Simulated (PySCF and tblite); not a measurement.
The numbers below are computed, except where a source is named.
Stationary points of C₂H₆GeO₂ at GFN2-xTB, in Å:

Structure A

```
 1 C    -1.473    0.175    0.105
 2 C    -0.706   -0.891   -0.636
 3 O    -1.220   -1.775   -1.258
 4 O     0.627   -0.804   -0.568
 5 Ge    1.738    0.318    0.228
 6 H    -1.200    1.153   -0.294
 7 H    -1.204    0.141    1.161
 8 H    -2.540    0.012   -0.012
 9 H     1.484    0.268    1.707
10 H     3.041   -0.269   -0.183
11 H     1.490    1.696   -0.313
```

Structure B

```
 1 C    -1.972   -0.013    0.070
 2 C    -0.516   -0.054   -0.285
 3 O    -0.086   -0.236   -1.402
 4 O     0.304    0.127    0.726
 5 Ge    2.040    0.050    0.138
 6 H    -2.208    0.959    0.498
 7 H    -2.180   -0.771    0.822
 8 H    -2.576   -0.188   -0.815
 9 H     2.705    0.283    1.457
10 H     2.264   -1.319   -0.405
11 H     2.231    1.166   -0.829
```

Structure C

```
 1 C    -1.665    0.243   -0.114
 2 C    -0.687   -0.881   -0.337
 3 O    -0.890   -1.826   -1.042
 4 O     0.448   -0.771    0.374
 5 Ge    1.871    0.248    0.317
 6 H    -1.212    1.178   -0.444
 7 H    -1.883    0.323    0.948
 8 H    -2.578    0.056   -0.670
 9 H     2.589   -0.246    1.524
10 H     2.575   -0.010   -0.981
11 H     1.431    1.686    0.425
```

Level: PBE0/pcSseg-1 + D3(BJ) on GFN2-xTB stationary points, with GFN2-xTB thermal terms.

Problem. Which structure is a saddle point, and along which motion?

Solution. C: one imaginary mode (74i cm⁻¹ at GFN2-xTB, mostly on O4, O3, C1), along the rotation about the C2–O4 bond (torsion C1–C2–O4–Ge5 from -180° to 0°, rising).

Problem. Give their symmetry and energies above the lowest.

Solution. A Cs, 8.6 kcal/mol; B Cs, 0.0 kcal/mol; C C1, 11.2 kcal/mol.

Spin–orbit effects of heavy atoms on shieldings are missing.
